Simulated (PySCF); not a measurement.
Compound: C4H9O3Si (doublet state).
Structure used (GFN2-xTB), in Å, numbered top down from 1:
```
atom  x, y, z in Å
C1     3.6448   -0.3747   -0.1683
C2     2.2964   -0.7191   -0.6520
O3     1.2376   -0.1288   -0.0609
C4    -0.0183   -0.4195   -0.4770
O5    -0.2654   -1.1916   -1.3679
C6    -1.0193    0.3726    0.3490
O7    -2.3083    0.0925   -0.0597
Si8   -3.7191    0.6682    0.4932
H9     4.2534    0.0461   -0.9724
H10    4.1692   -1.2627    0.1931
H11    3.5722    0.3492    0.6388
H12    2.1042   -1.4144   -1.4517
H13   -0.7907    1.4420    0.2344
H14   -0.8748    0.1150    1.4082
H15   -4.6228   -0.0481   -0.3853
H16   -3.7775    2.1285    0.3566
H17   -3.8885    0.3567    1.9175
```

The hyperfine couplings belong to this conformer and change with its torsions.

Identity: `[CH](OC(CO[SiH3])=O)C` [radical].

Method used: PySCF, UKS B3LYP, pcH-1 on C H O Si, non-relativistic, mean-field spin-orbit, GIAO. One conformer (not necessarily the lowest) at the GFN2-xTB geometry, without solvent, vibrations or thermal averaging. Couplings are sensitive to structure, and on GFN2-xTB geometries they can be far from those on DFT ones. No stability test was run, so a lower SCF solution isn't excluded.

Principal values of hyperfine tensors in MHz (contact, dipolar and spin–orbit terms together), for some of the nuclei:

```
atom  isotope       A1      A2      A3  alike by the symmetry of this geometry
 H10       1H   102.46  103.76  116.33                                      H9
  C2      13C     9.51   12.08  252.46                                    none
 H12       1H  -103.13  -67.12  -29.48                                    none
  C1      13C   -35.88  -32.96  -32.30                                    none
 H14       1H     8.20    8.63   13.05                                     H13
  O3      17O   -33.16    6.85    8.85                                    none
  C6      13C    -5.40   -4.62   -4.08                                    none
  O5      17O   -18.46    4.31    5.39                                    none
```

(1) Give the isotropic coupling of each nucleus in MHz and in mT (g = 2.0028), and the anisotropic part.

(2) What spin density at the nucleus of C2 lies behind its contact coupling (g_N = 1.40482)?

(3) C4 (13C, g_N = 1.40482) isn't in the table. Its spin density at the nucleus is 0.004704 bohr⁻³. What is its contact coupling?

(4) Which nucleus of the table has the largest anisotropic coupling, and what is its form?

(5) In a single crystal, with the field along each principal axis of the tensor of H10 in turn, what first-order splitting does this nucleus give (isotropic g, quadrupole terms neglected)?

Answers

(1) a_iso is a third of the trace, T = A − a_iso, and a(mT) = a(MHz)/(g × 13.996). The tensors hold a spin–orbit part: the run splits a_iso into a_FC + a_SO, and T includes its anisotropic share.

| atom | a_iso (MHz) | a_FC | a_SO | a_iso (mT) | T1 | T2 | T3 |
| --- | --- | --- | --- | --- | --- | --- | --- |
| H10 | 107.52 | 107.52 | 0.00 | 3.836 | -5.06 | -3.76 | 8.81 |
| C2 | 91.35 | 91.43 | -0.08 | 3.259 | -81.84 | -79.27 | 161.11 |
| H12 | -66.57 | -66.59 | 0.02 | -2.375 | -36.55 | -0.55 | 37.10 |
| C1 | -33.71 | -33.73 | 0.01 | -1.203 | -2.17 | 0.76 | 1.41 |
| H14 | 9.96 | 9.96 | 0.00 | 0.355 | -1.76 | -1.33 | 3.09 |
| O3 | -5.82 | -5.87 | 0.05 | -0.208 | -27.34 | 12.67 | 14.67 |
| C6 | -4.70 | -4.70 | 0.00 | -0.168 | -0.70 | 0.09 | 0.62 |
| O5 | -2.92 | -2.92 | 0.00 | -0.104 | -15.54 | 7.23 | 8.31 |

(2) a_FC = 800.24 MHz bohr³ × g_N × ρ(0)/(2S). With a_FC = 91.43 MHz and 2S = 1, ρ(0) = 0.08133 bohr⁻³.

(3) By the same relation, a_FC = 5.29 MHz. Its full tensor has the principal values -0.67, 2.01, 14.45 MHz.

(4) C2: -81.8, -79.3, 161.1 MHz, axial, in the ratio −1:−1:+2, the form that spin in one p orbital centred on that nucleus gives.

(5) 2 lines (I = 1/2), spaced by |A_i|/(g × 13.996): 3.66, 3.70, 4.15 mT along the axes of A1, A2 and A3.
